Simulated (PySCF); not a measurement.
## Adding and removing an electron: BeSi

PBE0; PySCF, no relativity, basis sets Be pcseg-1, Si pcseg-1. Neutral (UKS): triplet (π ↑↑), Re = 2.130 Å, ωe = 551 cm⁻¹, De = 1.49 eV, HOMO -5.76 eV, LUMO -3.23 eV.

BeSi⁺ (UKS): doublet (π ↑), Re = 2.298 Å, ωe = 457 cm⁻¹, De = 2.06 eV to Be + Si⁺. The energies at the minima are -303.91584 hartree for BeSi and -303.63431 for BeSi⁺.

(1) Work out the adiabatic ionisation energy, without and with harmonic zero-point energies (1 hartree = 27.2114 eV, 1 eV = 8065.5 cm⁻¹), and the change of the bond length.

For an ion De counts to the pair picked by the measured ionisation energies or electron affinities, which need not be the lowest pair at this level. States were picked by a PBE0 search and need not be the measured ground states.

Answers

(1) At PBE0: 0.28153 hartree = 7.661 eV between the minima; the zero-point term (457.0 − 551.0)/2 cm⁻¹ = -0.006 eV makes it 7.655 eV. Re changes by +16.8 pm against the neutral. The electron leaves a π orbital, and the longer bond of the ion fits a bonding orbital, or a change in how ionic the bond is.
